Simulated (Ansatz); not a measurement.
```yaml
crystal:
  periodic: [false, false, false]
  atoms:
    - {symbol: F, position_ang: [-1.147652, -0.583685, 1.395437]}
    - {symbol: Sn, position_ang: [-0.827205, -0.081452, -0.444933]}
    - {symbol: Se, position_ang: [1.576251, 0.750718, -0.480974]}
    - {symbol: H, position_ang: [-0.915955, -1.582802, -1.319064]}
    - {symbol: H, position_ang: [1.364562, 1.423421, 0.808234]}
basis:
  gaussian: {orbitals: def2-TZVPPP, fitting: {mean_field: def2-universal-jkfit}}
magnetization: {spin_polarized: true, initial_magnetization: 1}
hamiltonian: {xc: {name: PBE-QIDH}, pseudopotentials: {relativity: scalar}}
output: {forces: true}
```

```sh
$ ansatz run in.yaml --threads 2 --pin off --events-out ev --progress --plain --max-ram 22528MiB --backend cpu
```

How does Ansatz answer? (Estimate.)

The calculation gave: The input was rejected before any iteration.
```
Error: <dir> can't be read: No such file or directory (os error 2)
```
